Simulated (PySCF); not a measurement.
Computed shifts of a molecule C3H9GeN, PBE/pcSseg-1 (PySCF), GIAO, gas phase, equivalent atoms averaged, in ppm (number of nuclei): ¹³C: 144.1 (1), 143.2 (1), 37.4 (1). ¹⁵N: 23.5 (1). ¹H: 6.77 (1), 6.65 (1), 6.47 (1), 5.64 (1), 4.97 (1), 3.04 (3), -0.56 (1). References: ¹³C against TMS (σ = 182.0 ppm); ⁷³Ge against GeH4 (σ = 1614.4 ppm); ¹⁵N against NH3 (σ = 267.0 ppm); ¹H against TMS (σ = 31.49 ppm), references at their B3LYP-D3(BJ)/def2-TZVP geometries, non-relativistic. The structure is a stationary point at PBE0-D3(BJ)/def2-SVP. The values are those of a single conformer.

Task: Which molecule gave these data?
A. CC(C)=[N][GeH3]
B. CN1[CH2][GeH2][CH2]1
C. C=[CH][GeH2][NH]C
D. [CH3][GeH]1[CH2]N[CH2]1

Result: C, C=[CH][GeH2][NH]C
